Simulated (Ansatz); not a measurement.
`O[B-](O)(O)[NH2+][SiH3]`, relaxed with RKS PBE-D4/def2-SVP in Ansatz 0.2.0 from a rough embedded geometry. The force threshold is 0.03 eV/Å; the program also tests the step.

The species carries charge 0 and has multiplicity 1.

Start:

```xyz
14

O     0.210   -1.280    1.842
B     0.381   -0.303    0.835
O     1.802   -0.377    0.395
O     0.007    1.055    1.326
N    -0.574   -0.654   -0.350
Si   -0.486    0.545   -1.677
H    -0.729   -1.173    2.244
H     1.984    0.551    0.025
H     0.665    1.222    2.157
H    -0.347   -1.563   -0.707
H    -1.558   -0.633    0.022
H    -0.776    1.922   -1.191
H    -1.455    0.170   -2.669
H     0.876    0.520   -2.252
```

```tsv
step	energy (eV)	largest force (eV/Å)	largest move (Å)
1	-16296.4878	3.223	0.000
2	-16297.1237	1.687	0.166
3	-16297.2859	0.756	0.098
4	-16297.3379	0.383	0.042
5	-16297.3597	0.247	0.054
6	-16297.3614	0.204	0.093
7	-16297.3702	0.158	0.147
8	-16297.3792	0.135	0.098
9	-16297.3928	0.304	0.193
10	-16297.4098	0.368	0.133
11	-16297.4376	0.458	0.195
12	-16297.4558	0.654	0.187
13	-16297.4763	0.548	0.067
14 (rejected)	-16297.4393	1.013	0.200
15	-16297.5015	0.143	0.096
16	-16297.5123	0.364	0.086
17	-16297.5213	0.152	0.058
18	-16297.5257	0.100	0.047
19	-16297.5271	0.086	0.031
20	-16297.5280	0.031	0.013
21	-16297.5282	0.024	0.005
```

End:

```xyz
14

O     0.712   -1.435    1.473
B     0.314   -0.190    0.897
O     1.375    0.301   -0.025
O    -0.261    0.815    1.757
N    -0.877   -0.424   -0.258
Si   -0.139    0.363   -1.769
H     0.091   -1.683    2.180
H     1.693    1.167    0.284
H     0.260    0.877    2.575
H    -1.061   -1.429   -0.391
H    -1.762    0.017    0.032
H     0.056    1.840   -1.631
H    -1.326    0.246   -2.717
H     0.926   -0.465   -2.407
```

It took 37 s on 4 threads of an Arm Neoverse V1 on a shared host, with 0.15 GiB of host memory at the peak.
